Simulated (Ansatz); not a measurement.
H3GeN, SMILES `[NH2][GeH]` (excited triplet) (charge 0, multiplicity 3). This triplet is an excited state, 1.86 eV above the relaxed singlet at the level frozen-core CCSD(T)/cc-pVTZ // PBE0-D3(BJ)/def2-TZVP (Ansatz, a quantum-chemistry and plane-wave program).

Calculation: Ansatz with LDA/cc-pVTZ // PBE0-D3(BJ)/def2-TZVP.

Ansatz 0.2 input:
```yaml
crystal:
  periodic: [false, false, false]
  atoms:
    - { symbol: N, position_ang: [-0.670386, 0.120236, -0.142512] }
    - { symbol: Ge, position_ang: [0.980508, -0.350841, 0.539828] }
    - { symbol: H, position_ang: [-1.284238, -0.645219, -0.386943] }
    - { symbol: H, position_ang: [-1.186383, 0.813048, 0.383076] }
    - { symbol: H, position_ang: [2.160499, 0.062776, -0.393448] }
basis:
  gaussian: { orbitals: cc-pVTZ }
hamiltonian:
  xc: lda
magnetization:
  spin_polarized: true
  initial_magnetization: 2
```

Output:

```
Functional definition: SPW92
712 factors; their error is unknown
mean field evaluation 1: about -57947.8531 eV, gradient 5.2e1 eV
mean field evaluation 2: about -57882.9301 eV, gradient 1.1e2 eV
mean field evaluation 4: about -57957.0983 eV, gradient 1.0e1 eV
mean field evaluation 8: about -57957.8667 eV, gradient 1.2e-1 eV
mean field evaluation 16: about -57957.8587 eV, gradient 1.3e-4 eV
mean field -57957.85871530 eV, -2129.9120225395 hartree, gradient 2.4e-5 eV, S^2 2.001395; 0 other end points of the search recorded, 0 dependent functions left out
reference -57957.85874551 eV, -2129.9120236498 hartree; 22, 20 occupied and 93, 95 virtual orbitals, 712 factors
Total energy: -57957.85874551 eV, -2129.9120236498 hartree
```
